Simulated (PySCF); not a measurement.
InO, SMILES [O]=[In], multiplicity 2. Geometry: PBE0-D3(BJ)/def2-TZVP. The def2 effective core potentials stand for the cores of In; spin–orbit coupling is left out.

Computed with PBE0-D3(BJ)/def2-TZVP run with PySCF.

Harmonic wavenumbers (cm⁻¹): 588. Rotational constants (GHz): 9.726 (linear); symmetry number 1.

Q: Work out the zero-point energy and the ideal-gas rigid-rotor harmonic-oscillator thermochemistry at 298.15 K and 1 atm.

A: ZPE = ½ Σ hcν = ½ × 588 cm⁻¹ = 0.84 kcal/mol. H − E(el) = 3.02 kcal/mol. Entropy in cal/(mol K): translation 40.52, rotation 14.82, vibration 0.47, spin 1.38, total 57.19. G − E(el) = -14.03 kcal/mol. Cp = 8.01 cal/(mol K).
